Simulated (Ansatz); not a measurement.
Basis-set series for `[NH2][In]([OH])[Br]`. The species carries charge 0 and has multiplicity 1. In takes the def2 core potential. All single points use the PBE0-D4/def2-TZVP geometry. It is one conformer, not always the lowest.

```tsv
functional	basis	functions	energy (Eh)	HOMO (eV)	LUMO (eV)
PBE0-D4	def2-SVP	101	-2895.28448	-7.57	-1.56
PBE0-D4	def2-TZVPP	202	-2895.77941	-7.83	-1.79
ωB97M-V	def2-SVP	101	-2895.48034	-9.89	0.38
ωB97M-V	def2-TZVPP	202	-2895.97849	-10.17	0.05
```

Question: Give the rows for def2-QZVPP. (Estimate.)

Answer: Ansatz gave: 
| functional | basis | functions | energy (Eh) | HOMO (eV) | LUMO (eV) |
| --- | --- | --- | --- | --- | --- |
| PBE0-D4 | def2-QZVPP | 375 | -2895.84221 | -7.88 | -1.88 |
| ωB97M-V | def2-QZVPP | 375 | -2896.03895 | -10.21 | -0.18 |

Positive LUMOs are unbound and depend on the basis. Scalar relativity is left out up to krypton.
